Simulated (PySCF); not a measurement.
## Löwdin shares of the frontier orbitals

Compound: C₅H₁₀O₃Si.
Geometry (PBE0-D3(BJ)/def2-SVP, Å), atoms numbered from 1 in this order:
```
atom  x, y, z in Å
C1    -2.5967   -1.1130    0.4132
C2    -1.9733   -0.0978    1.0161
C3    -1.4776    1.1374    0.3355
Si4    0.3206    0.9512   -0.0870
O5     0.8366    2.4113   -0.6472
O6     0.6689   -0.2804   -1.1667
C7     1.2315   -1.3752   -0.4706
C8     1.9372   -0.8073    0.7689
O9     1.1947    0.3175    1.1947
H10   -2.8289   -1.0885   -0.6566
H11   -2.8999   -2.0034    0.9695
H12   -1.7461   -0.1778    2.0858
H13   -1.5987    2.0329    0.9666
H14   -2.0171    1.3272   -0.6071
H15    1.7252    2.4479   -1.0133
H16    1.9320   -1.9151   -1.1276
H17    0.4306   -2.0757   -0.1714
H18    2.9727   -0.5033    0.5236
H19    1.9899   -1.5498    1.5811
```

Computed, not measured: PySCF, TDDFT CAM-B3LYP/def2-SVPD, vertical, gas phase, core orbitals frozen in the response.

Frontier orbitals with the atoms that hold most of them (Löwdin shares over 4%, at most four atoms; ? is withheld):

```
orbital  ε (eV)                             atoms
 LUMO+2    1.53  C7 13%, C8 10%, H19 10%, H17 10%
 LUMO+1    1.21     C2 29%, C1 28%, C3 8%, H10 7%
   LUMO    0.79                                 ?
   HOMO       ?                                 ?
 HOMO-1   -9.45    O9 32%, O6 24%, C8 11%, C7 10%
 HOMO-2  -10.14      O6 32%, O9 23%, C7 7%, O5 7%
 HOMO-3  -10.59    O9 21%, C8 18%, C7 17%, O6 17%
```

Task: Give the leading atoms of the HOMO.

Result: C1 (bonded to C and 2 H) 35%; C2 (bonded to 2 C and H) 29%; C3 (bonded to C, Si and 2 H) 12%; Si4 (bonded to C and 3 O) 5%. By element: carbon 76% or more, silicon 5%.

Task: Give the leading atoms of the LUMO.

Result: O5 (bonded to Si and H) 23%; Si4 (bonded to C and 3 O) 22%; H15 (bonded to O) 14%; O6 (bonded to C and Si) 8%. By element: oxygen 32% or more, silicon 22%, hydrogen 14% or more.

Task: What is the HOMO energy, and the HOMO–LUMO gap?

Result: ε(HOMO) = -8.57 eV; the gap is 9.35 eV (0.3437 hartree).

Task: The HOMO–LUMO gap is 9.35 eV. Where does the response calculation put the lowest singlet, and from which orbitals?

Result: S1 is at 6.88 eV (f = 0.248), 2.48 eV below the gap, made of HOMO→LUMO+1 (56%), HOMO→LUMO (30%). Its leading pair isn't HOMO and LUMO; the energies of that pair differ by 9.78 eV. 

Next come S2 at 7.01 eV (f 0.074), HOMO→LUMO+1 (35%), HOMO→LUMO+3 (24%), HOMO→LUMO (23%); S3 at 7.33 eV (f 0.013), HOMO-1→LUMO (76%); S4 at 7.51 eV (f 0.046), HOMO→LUMO+2 (35%), HOMO→LUMO (30%), HOMO→LUMO+5 (11%); S5 at 7.74 eV (f 0.0008), HOMO→LUMO+4 (61%), HOMO→LUMO+6 (17%).

One conformer stands for the species.
